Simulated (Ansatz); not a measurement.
Compare A (`C=C(Br)BC`) with its isomer B (`CB/C=C/Br`).

Program: Ansatz. Geometries: PBE0-D4/def2-TZVP. ΔE: electronic, gas phase. CCSD(T)/CBS is the MP2 limit (def2-TZVPP, def2-QZVPP) plus CCSD(T) − MP2 in def2-TZVPP, frozen cores. Functionals use def2-TZVPP. For Br outer-core shells are correlated without core-valence functions, which leaves a few kJ/mol of doubt a bond. Scalar relativity is left out up to krypton. One conformer a species, not always the lowest.

Question: Which isomer does CCSD(T)/CBS put lower? Give the gap. (Estimate.)

Answer: Computed: A, by 5.5 kJ/mol.

Question: Give E(B) − E(A) in kJ/mol with PBE-D4, B2PLYP, ωB97M-V, PBE0-D4, MP2/def2-TZVPP, CCSD(T)/def2-TZVPP, r2SCAN-D4. (Estimate.)

Answer: The calculation gave: PBE-D4 0.5, B2PLYP 1.4, ωB97M-V 5.1, PBE0-D4 2.0, MP2/def2-TZVPP 3.5, CCSD(T)/def2-TZVPP 4.0, r2SCAN-D4 1.3. None reverses the order clearly.

Largest T1 diagnostic: 0.010.

The D4 term adds +3.1 kJ/mol with B3LYP and +1.6 kJ/mol with PBE0; it sums over pairs of atoms, weighted by their polarisabilities, and B3LYP, whose exchange is more repulsive, gets the larger term.

B3LYP here is the variant with VWN-RPA as its local correlation; programs differ in this.
